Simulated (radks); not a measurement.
Q: Re IV, 72 electrons, occupied as [Xe] 4f14 5d3 6s1 (not the ground configuration). Calculated with a radial shooting solver on a logarithmic mesh with Libxc functionals: scalar-relativistic Kohn-Sham, PBE, spin-polarised, spherical densities, finite nucleus; open shells are filled with parallel spins first (spin-orbit coupling, left out, can overturn this in heavy ions); Fermi nuclear charge, rms radius 5.3698 fm. Some entries of the table are withheld. Estimate them.

orbital  occ.  eigenvalue (hartree)  <r^2> (bohr^2)
1s up       1             -2633.830       0.0004480
1s down     1             -2633.830       0.0004480
2s up       1             -457.7150        0.006877
2s down     1             -457.7077        0.006877
2p up       3             -399.6995        0.005708
2p down     3             -399.6936        0.005708
3s up       1             -106.9195         0.04457
3s down     1             -106.9170         0.04457
3p up       3             -89.80425         0.04539
3p down     3             -89.80144         0.04539
3d up       5             -70.37598         0.03764
3d down     5             -70.37097         0.03764
4s up       1             -23.29093          0.2191
4s down     1             -23.28397          0.2191
4p up       3             -17.67507          0.2497
4p down     3             -17.66844          0.2497
4d up       5             -10.62185          0.2896
4d down     5             -10.61389          0.2893
5s up       1              -4.37999           1.196
5s down     1              -4.31628           1.181
5p up       3                   (1)           1.607
5p down     3                   (2)           1.580
4f up       7              -2.79455             (3)
4f down     7              -2.77950             (4)
5d up       3              -1.35130           3.089
5d down     0              -1.24181           3.067
6s up       1              -1.17038             (5)
6s down     0              -1.06479             (6)

A: 
(1) 5p up eigenvalue (hartree): -2.96630
(2) 5p down eigenvalue (hartree): -2.88271
(3) 4f up <r^2> (bohr^2): 0.4186
(4) 4f down <r^2> (bohr^2): 0.4121
(5) 6s up <r^2> (bohr^2): 6.725
(6) 6s down <r^2> (bohr^2): 6.810
